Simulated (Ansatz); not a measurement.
`CC/C=C/C(C)(C)C`, 24 atoms. Charge 0, multiplicity 1. All runs use 4 threads of an AMD EPYC 7R13 on a shared host and a share of an NVIDIA H100 80 GB. Correlated methods freeze the cores. Open-shell runs search over several starts.

**Question.** Give the basis size and wall time and peak host memory of each of these runs in Ansatz. RKS PBE-D4/def2-TZVPP energy and forces; RKS revPBE-D4/def2-TZVPP energy; RHF-CCSD(T)/def2-TZVPP energy; UKS B2PLYP (frozen core)/def2-TZVPP energy of the cation; UKS B3LYP-D4/def2-TZVPP energy of the cation; UHF-CCSD(T)/def2-TZVPP energy of the cation; RKS PBE0-D4/def2-QZVPP energy; RKS B3LYP-D4/def2-TZVPP energy and forces; UKS ωB97M-V/def2-TZVPP energy of the cation; RKS SPW92 (LDA)/def2-TZVPP energy; RHF-CCSD(T)/def2-SVP energy; UKS r2SCAN-D4/def2-TZVPP energy of the cation. (Best estimate.)

**Answer.** Computed: Other jobs shared the machine, so times are rough.

```
                              level                   job  functions  wall time  peak host memory (GiB)
           RKS revPBE-D4/def2-TZVPP                energy        472      1.8 s                     1.1
         RKS SPW92 (LDA)/def2-TZVPP                energy        472      1.8 s                     1.1
              RKS PBE-D4/def2-TZVPP     energy and forces        472      2.2 s                     1.1
            RKS B3LYP-D4/def2-TZVPP     energy and forces        472      2.6 s                     1.1
               RHF-CCSD(T)/def2-SVP                energy        192      2.9 s                     1.1
            UKS B3LYP-D4/def2-TZVPP  energy of the cation        472      3.8 s                     1.2
             RKS PBE0-D4/def2-QZVPP                energy        936      4.3 s                     1.5
           UKS r2SCAN-D4/def2-TZVPP  energy of the cation        472      5.5 s                     1.3
UKS B2PLYP (frozen core)/def2-TZVPP  energy of the cation        472      5.5 s                     2.6
             UKS ωB97M-V/def2-TZVPP  energy of the cation        472      6.5 s                     1.5
             RHF-CCSD(T)/def2-TZVPP                energy        472       33 s                     1.1
             UHF-CCSD(T)/def2-TZVPP  energy of the cation        472      7 min                     2.5
```

B3LYP here is the variant with VWN-RPA as its local correlation; programs differ in this.
